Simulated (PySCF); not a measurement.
Predicted microwave data (PySCF, PBE0-D3(BJ)/def2-SVP geometry optimisation, gas phase) for one isomer of C7H11BO2:

- Rotational constants: A = 2356, B = 866.9, C = 787.0 MHz
- Dipole components: |μa| = 3.35 D, |μb| = 0.19 D, |μc| = 0.31 D
- Inertial defect: -155.33 u·Å²
- κ: -0.90

Question: Which candidate fits, each taken in the one conformer that was computed?
A. `[CH:1]#[C:2][C@H:3]([CH3:4])[B:5]1[O:6][CH2:7][CH2:8][CH2:9][O:10]1` with C2–C3–B5–O6 90°, C3–B5–O6–C7 -178°, B5–O6–C7–C8 -28°, O6–C7–C8–C9 52°, C7–C8–C9–O10 -52°
B. `[CH2:1]=[C:2]([CH3:3])/[CH:4]=[CH:5]/[C@@H:6]1[CH2:7][O:8][BH:9][O:10]1` with C1–C2–C4–C5 -179°, C4–C5–C6–C7 -116°
C. `[BH2-:1]1[O:2][CH:3]=[CH:4][C:5]([CH:6]2[CH2:7][CH2:8][CH2:9]2)=[O+:10]1` with C4–C5–C6–C7 52°, O10–B1–O2–C3 -38°, B1–O2–C3–C4 15°, C3–C4–C5–C6 162°, C5–C6–C7–C8 -118°
D. `[CH2:1]=[C:2]([CH3:3])/[CH:4]=[CH:5]\[C@H:6]1[CH2:7][O:8][BH:9][O:10]1` with C1–C2–C4–C5 179°, C4–C5–C6–C7 98°, C5–C6–C7–O8 131°, C6–C7–O8–B9 -10°, C7–O8–B9–O10 4°, O8–B9–O10–C6 4°
E. `[CH2:1]=[CH:2][C@:3]12[CH2:4][C@:5]([B:6]([OH:7])[OH:8])([CH2:9]1)[CH2:10]2` with C1–C2–C3–C4 121°, C4–C5–B6–O7 80°, C5–B6–O7–H 2°, C5–B6–O8–H -1°
F. `[CH3:1][C@H:2]1[CH:3]=[CH:4][CH2:5][C:6]([B:7]([OH:8])[OH:9])=[CH:10]1` with C6–B7–O8–H 180°, C6–B7–O9–H 0°

Answer: A. It is C#C[C@H](C)B1OCCCO1, an asymmetric top, point group C1. The candidates at the same level (rigid rotor, commonest isotopes):

```tsv
SMILES	A (MHz)	B (MHz)	C (MHz)	μa (D)	μb (D)	μc (D)	Δ (u·Å²)	point group	rotor
C#C[C@H](C)B1OCCCO1	2356	866.9	787.0	3.35	0.19	0.31	-155.33	C1	asymmetric top
C[C@H]1C=CCC(B(O)O)=C1	2321	876.0	664.8	0.16	1.07	0.19	-34.49	C1	asymmetric top
C=C(C)/C=C/[C@@H]1COBO1	3866	549.5	542.4	2.07	0.97	1.03	-118.61	C1	near-prolate asymmetric top
[BH2-]1OC=CC(C2CCC2)=[O+]1	3356	824.6	749.3	4.59	2.85	0.26	-88.98	C1	near-prolate asymmetric top
C=C[C@]12C[C@](B(O)O)(C1)C2	3516	731.1	671.5	2.61	0.37	0.03	-82.41	C1	near-prolate asymmetric top
C=C(C)/C=C\[C@H]1COBO1	3568	655.5	617.1	2.31	0.96	0.56	-93.59	C1	near-prolate asymmetric top
```

`C=C(C)/C=C/[C@@H]1COBO1` has A 64 % too high; `C[C@H]1C=CCC(B(O)O)=C1` has C 16 % too low; `C=C[C@]12C[C@](B(O)O)(C1)C2` has A 49 % too high; `C=C(C)/C=C\[C@H]1COBO1` has A 51 % too high; `[BH2-]1OC=CC(C2CCC2)=[O+]1` has A 42 % too high. No structure here is proved a minimum.
